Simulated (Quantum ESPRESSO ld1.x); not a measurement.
Fractional charge and spin in the 4s shell of krypton: the spin-up occupation runs from 0 to 1 and the spin-down occupation from 0 to 1; the fullest corner is Kr, [Ar] 3d10 4p6 4s(up 1, down 1). All-electron calculation, non-relativistic Kohn-Sham, LDA (Slater exchange, Perdew-Zunger correlation), spin-polarised, spherical densities, point nucleus. Program: ld1.x of Quantum ESPRESSO 7.5. Energy (eV) minus the two flat planes that join the four corners (they meet along the diagonal where the two added fractions sum to one electron); zero is where a piecewise linear energy would lie.

down \ up,0,0.25,0.5,0.75,1
0,0.000,-1.157,-1.534,-1.143,0.000
0.25,-1.157,-1.475,-1.029,0.168,-1.051
0.5,-1.534,-1.029,0.224,-0.941,-1.390
0.75,-1.143,0.168,-0.941,-1.336,-1.033
1,0.000,-1.051,-1.390,-1.033,0.000

Corners above the fullest one (they belong to Kr+ and the next ion): (up 1, down 0) 27.781 eV, (up 0, down 1) 27.781 eV, (up 0, down 0) 68.169 eV. With half an added electron in each spin the energy lies 0.224 eV from the planes, and with half an added electron in spin up alone -1.534 eV. The planes are only a guide here: the flat-plane condition holds for ground states with one frontier orbital, while this shell lies below other occupied shells, so the corners above the fullest one are inner-hole states and not the ground states of those ions.
